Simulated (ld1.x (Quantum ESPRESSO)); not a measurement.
# Which change was made? (I, PAW)

iodine, PAW, made with ld1.x (Quantum ESPRESSO) 7.5 (LDA (PZ), scalar-relativistic). Core [Kr], reference 4d10 5s2 5p5. Waves: 5s (bound): rcut 1.30, rcutus 1.80 bohr; 5s channel at 1.45 Ry: rcut 1.30, rcutus 1.80 bohr; 5p (bound): rcut 1.75, rcutus 1.95 bohr; 5p channel at 2.3 Ry: rcut 1.75, rcutus 1.95 bohr; 4d (bound): rcut 1.20, rcutus 1.45 bohr; 4d channel at -1.15 Ry: rcut 1.20, rcutus 1.45 bohr. Local part: all-electron potential smoothed inside 1.75 bohr (lloc = -1). Core correction: Bessel-smoothed model core inside 0.95 bohr. Augmentation charge: PSQ, radius 1.20 bohr.

Cutoffs, loose and tight: the cutoffs (Ry, on a coarse ladder) from which the occupation-weighted sum of valence levels, in a spherical-Bessel basis at the reference potential, stays within 10 and 1 mRy of its value at 400 Ry. They do not see the model core or the augmentation charge, which bear on the density cutoff. Test errors are all-electron minus pseudo excitation energies from the reference, over the configurations 4d10 5s2 5p4; 4d10 5s2 5p3; 4d10 5s2 5p2; 4d10 5s2 5p1; 4d9 5s2 5p5; 4d9 5s2 5p6; 4d10 5s2 5p4.5 (two spin-polarised tests are not counted in the largest error); variants that change the core or the reference have their own tests.

The base gives: outcome: generated; cutoff, loose: 70 Ry; cutoff, tight: 120 Ry; bound ghosts: none; largest test error (meV): -143.

**Question.** After one change the result is: outcome: failed: new_paw_hamiltonian: negative rho. Which change was it?
A. waves 5s (bound): rcut 1.14, rcutus 1.20 bohr; 5s channel at 1.45 Ry: rcut 1.14, rcutus 1.20 bohr
B. waves 5s (bound): rcut 1.30, rcutus 1.56 bohr; 5s channel at 1.45 Ry: rcut 1.30, rcutus 1.56 bohr
C. waves 5s (bound): rcut 1.30, rcutus 2.42 bohr; 5s channel at 1.45 Ry: rcut 1.30, rcutus 2.42 bohr

**Answer.** B. The others give: waves 5s (bound): rcut 1.14, rcutus 1.20 bohr; 5s channel at 1.45 Ry: rcut 1.14, rcutus 1.20 bohr → outcome: failed: compute_q_3bess: problem with the q_i coefficients | waves 5s (bound): rcut 1.30, rcutus 2.42 bohr; 5s channel at 1.45 Ry: rcut 1.30, rcutus 2.42 bohr → outcome: generated; cutoff, loose: 70 Ry; cutoff, tight: 120 Ry; bound ghosts: none; largest test error (meV): -99.
